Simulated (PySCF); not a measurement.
# How methods differ on the ionisation energy of Al⁺

Al⁺ [Ne] 3s2 (1S) → Al²⁺ [Ne] 3s1 (2S), as a difference of total energies. All numbers are calculated (PySCF 2.14, scalar relativity by spin-free X2C-1e, in x2c-QZVPPall with one added diffuse shell each of s, p, d, f type (10s7p5d3f1g, 86 functions)). Correlated levels: valence: [Ne] frozen; valence and next inner shell: 1s2 frozen. The calculations carry no spin-orbit coupling.

```json
{"method": "UHF", "ionisation energy (eV)": "17.551"}
{"method": "LDA", "ionisation energy (eV)": "18.928"}
{"method": "PBE", "ionisation energy (eV)": "18.790"}
{"method": "PBE0", "ionisation energy (eV)": "18.684"}
{"method": "r2SCAN", "ionisation energy (eV)": "18.410"}
{"method": "wB97X-V", "ionisation energy (eV)": "18.689"}
{"method": "HSE06", "ionisation energy (eV)": "18.686"}
{"method": "CAM-B3LYP", "ionisation energy (eV)": "18.936"}
{"method": "BHandHLYP", "ionisation energy (eV)": "18.720"}
{"method": "MP2 (valence)", "ionisation energy (eV)": "18.350"}
{"method": "SCS-MP2 (valence)", "ionisation energy (eV)": "18.510"}
{"method": "MP2 (valence and next inner shell)", "ionisation energy (eV)": "18.556"}
{"method": "SCS-MP2 (valence and next inner shell)", "ionisation energy (eV)": "18.671"}
```

How much does correlation contribute at MP2 (valence and next inner shell)?

18.556 − (17.551) = 1.005 eV, measured against UHF.

Errors of the correlated levels include the incompleteness of this basis and the frozen core.

MP2 underrates the near-degeneracy of ns² with np² in the lower species.

For comparison: 18.829 eV (measured; NIST Atomic Spectra Database, ionization energies).
